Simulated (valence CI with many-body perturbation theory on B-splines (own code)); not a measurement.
**La18+: calculated level list**

Computed by relativistic CI+MBPT: three valence electrons over a frozen Dirac-Fock core [Kr], a basis of 7 s, 7 p, 8 d, 6 f, 4 g, 1 h functions for each j, with the one-electron correlation potential Σ1, the two-electron term Σ2, the three-electron term Σ3, Breit, model QED; selected CI, second order for the rest, scaled by the run's own slope (own B-spline code, finite nucleus).

No measured spectrum was set against this ion. As an estimate, terms of the open shell hold to 2 to 4 % of their energy, and close levels can change places. The list stops below the first excitations out of the core.

Levels 1 to 19 of 19, with energies above the lowest level, 4d3 4F_3/2. "Leading %" is the weight of the configuration and term that name the level; weights of strongly mixed levels are sums over their largest components and can fall short. In the jj column 3d3/2^4 stands for four electrons in 3d with j = 3/2. Lifetimes count E1, E2, E3, M1 and M2 decay at the calculated energies, and are blank where another channel may lead or the interval is too uncertain; long ones can be off by a factor of two.

| No. | Configuration | Term | J | E (cm⁻¹) | Leading % | Leading jj | Lifetime | Second component |
| --- | --- | --- | --- | --- | --- | --- | --- | --- |
| 1 | 4d3 | 4F | 3/2 | 0.0 | 78 | 4d3/2^3 (78 %) |  | 18 % 4d3 2D |
| 2 | 4d3 | 4F | 5/2 | 18243 | 93 | 4d3/2^2 4d5/2 (92 %) | 4.62 ms | 6 % 4d3 2D |
| 3 | 4d3 | 4F | 7/2 | 31023 | 78 | 4d3/2^2 4d5/2 (64 %) | 14.9 ms | 18 % 4d3 2G |
| 4 | 4d3 | 4P | 3/2 | 36073 | 48 | 4d3/2^2 4d5/2 (84 %) | 3.41 ms | 32 % 4d3 2P |
| 5 | 4d3 | 4F | 9/2 | 37786 | 44 | 4d3/2^2 4d5/2 (78 %) | 204 ms | 38 % 4d3 2G |
| 6 | 4d3 | 4P | 1/2 | 42055 | 71 | 4d3/2^2 4d5/2 (96 %) | 12.8 ms | 29 % 4d3 2P |
| 7 | 4d3 | 2G | 7/2 | 58861 | 75 | 4d3/2 4d5/2^2 (74 %) | 1.38 ms | 21 % 4d3 4F |
| 8 | 4d3 | 2H | 9/2 | 61540 | 54 | 4d3/2 4d5/2^2 (65 %) | 2.31 ms | 42 % 4d3 4F |
| 9 | 4d3 | 4P | 5/2 | 62477 | 88 | 4d3/2 4d5/2^2 (55 %) | 4.41 ms | 9 % 4d3 2D |
| 10 | 4d3 | 2D | 3/2 | 71719 | 45 | 4d3/2 4d5/2^2 (95 %) | 725 μs | 40 % 4d3 4P |
| 11 | 4d3 | 2P | 1/2 | 76056 | 71 | 4d3/2 4d5/2^2 (96 %) | 1.45 ms | 29 % 4d3 4P |
| 12 | 4d3 | 2H | 11/2 | 80264 | 100 | 4d3/2 4d5/2^2 (100 %) | 4.67 ms |  |
| 13 | 4d3 | 2D | 5/2 | 87176 | 92 | 4d3/2 4d5/2^2 (68 %) | 1.54 ms | 5 % 4d3 4F |
| 14 | 4d3 | 2G | 9/2 | 96076 | 59 | 4d5/2^3 (84 %) | 892 μs | 27 % 4d3 2H |
| 15 | 4d3 | 2F | 5/2 | 96172 | 83 | 4d3/2 4d5/2^2 (60 %) | 2.42 ms | 12 % 4d3 2D |
| 16 | 4d3 | 2F | 7/2 | 99333 | 93 | 4d3/2 4d5/2^2 (90 %) | 2.45 ms | 6 % 4d3 2G |
| 17 | 4d3 | 2P | 3/2 | 106020 | 57 | 4d5/2^3 (79 %) | 730 μs | 30 % 4d3 2D |
| 18 | 4d3 | 2D | 3/2 | 144500 | 98 | 4d3/2 4d5/2^2 (79 %) | 657 μs |  |
| 19 | 4d3 | 2D | 5/2 | 149480 | 80 | 4d5/2^3 (73 %) | 371 μs | 14 % 4d3 2F |

Names give the largest LS component (configuration and term), which can be under half, so a name can repeat, a term be missing and a line seem to break the LS rules; names also repeat where a configuration has a term twice.

The ionisation energy to 4d2 3F_2 of the next ion comes out as 499.09 eV (NIST: 498 ± 3 eV (theoretical)). All 19 levels together are meant to be complete up to 593880 cm⁻¹.
